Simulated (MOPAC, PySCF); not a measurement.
C6H5F3OSi, SMILES `O=C[Si@@H]1C=CC=C1C(F)(F)F` (O–C–Si–C torsion 113°), neutral singlet in the gas phase. 

Cartesian coordinates (Å):
```xyz
16

O      3.5194     0.0931     0.0599
C      2.3843     0.1798    -0.3408
Si     0.8827    -0.6150     0.5953
C      0.1569    -1.9973    -0.4482
C     -1.0310    -1.5602    -0.9305
C     -1.4661    -0.2093    -0.5115
C     -0.6430     0.4562     0.3312
C     -0.8842     1.8430     0.8130
F      0.1205     2.6623     0.4259
F     -0.9277     1.8991     2.1585
F     -2.0308     2.3722     0.3526
H      2.1516     0.7164    -1.3040
H      1.2664    -0.9346     1.9916
H      0.5696    -2.9750    -0.7046
H     -1.6657    -2.1463    -1.6035
H     -2.4029     0.2158    -0.8848
```
Charge 0, spin multiplicity 1.

All levels are single points at this geometry (B3LYP-D3(BJ)/def2-SVP); Pople sets use spherical d functions. Orbital energies aren't observables, and empty levels follow the basis.

PM6 in MOPAC gives dipole (D) = 4.53.

**Question.** Estimate the dipole (D) from each of these levels: B3LYP-D3(BJ)/def2-TZVP in PySCF; PBE-D3(BJ)/def2-TZVP in PySCF; B3LYP/3-21G in PySCF; BP86/6-31G* in PySCF; PM7 in MOPAC.

**Answer.** 
```json
[
 {"level": "B3LYP-D3(BJ)/def2-TZVP in PySCF", "dipole (D)": "3.93"},
 {"level": "PBE-D3(BJ)/def2-TZVP in PySCF", "dipole (D)": "3.53"},
 {"level": "B3LYP/3-21G in PySCF", "dipole (D)": "3.43"},
 {"level": "BP86/6-31G* in PySCF", "dipole (D)": "3.24"},
 {"level": "PM7 in MOPAC", "dipole (D)": "4.13"}
]
```
